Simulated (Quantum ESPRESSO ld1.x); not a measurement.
The numbers below are computed, except where a source is named.
Coherent X-ray form factor from a spherical all-electron density. Code: ld1.x of Quantum ESPRESSO 7.5. Model: non-relativistic Kohn-Sham, PBE, spin-unpolarised, spherical densities, point nucleus.

sin(theta)/lambda (1/angstrom)  f0 (electrons)
0.05                                    45.463
0.1                                     43.943
0.15                                    41.678
0.2                                     38.970
0.25                                    36.103
0.3                                     33.300
0.4                                     28.377
0.5                                     24.618
0.6                                     21.880
0.8                                     18.234
1                                       15.520
1.25                                    12.474
1.5                                      9.894
2                                        6.701

The species is in the configuration that NIST lists as its ground one. Which atom or ion scatters so?

Answer. The cadmium ion Cd2+, [Kr] 4d10. Extrapolating in s^2 from the first two rows gives f0(0) = 46.0, near the electron count 46; among species with that count, the fall with angle is slower the higher Z, and the table is that of Z = 48; from so few rows the species is fixed only to a neighbour or two.
